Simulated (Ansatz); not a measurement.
Species: dihydroxy(dimethoxy)silane, C₂H₈O₄Si (charge 0, singlet). 
Coordinates optimised at B3LYP-D3(BJ)/def2-TZVP (Ansatz, a quantum-chemistry and plane-wave program):
SMILES: CO[Si](O)(O)OC
```xyz
15

C     -2.3016    -0.8229     0.2347
O     -1.0292    -0.5852     0.8233
Si     0.1151     0.3793     0.1794
O     -0.6110     1.7925    -0.2077
O      1.3068     0.5012     1.2925
O      0.7949    -0.1870    -1.1885
C      1.6514    -1.3206    -1.2484
H     -2.1991    -1.3419    -0.7222
H     -2.8741    -1.4513     0.9162
H     -2.8390     0.1139     0.0729
H     -0.1642     2.3601    -0.8401
H      1.0464     0.5478     2.2154
H      1.1152    -2.2312    -0.9677
H      2.0026    -1.4214    -2.2749
H      2.5103    -1.1975    -0.5854
```

Parts of the frozen-core correlation energy in cc-pV(D+d)Z (Ansatz, hartree). Frozen orbitals: 11; correlated occupied orbitals by spin: 22 and 22; virtual: 114 and 114. No spin-orbit coupling. No relativistic terms.

```csv
term,value
reference (HF),-668.98878
MP2 opposite-spin,(withheld)
MP2 same-spin,(withheld)
CCSD correlation,(withheld)
(T),-0.02733
T1 diagnostic,0.011
largest doubles amplitude,0.014
```

Task: Complete the blanks.

Result: 
- MP2 opposite-spin, value: -0.83076
- MP2 same-spin, value: -0.28479
- CCSD correlation, value: -1.16664
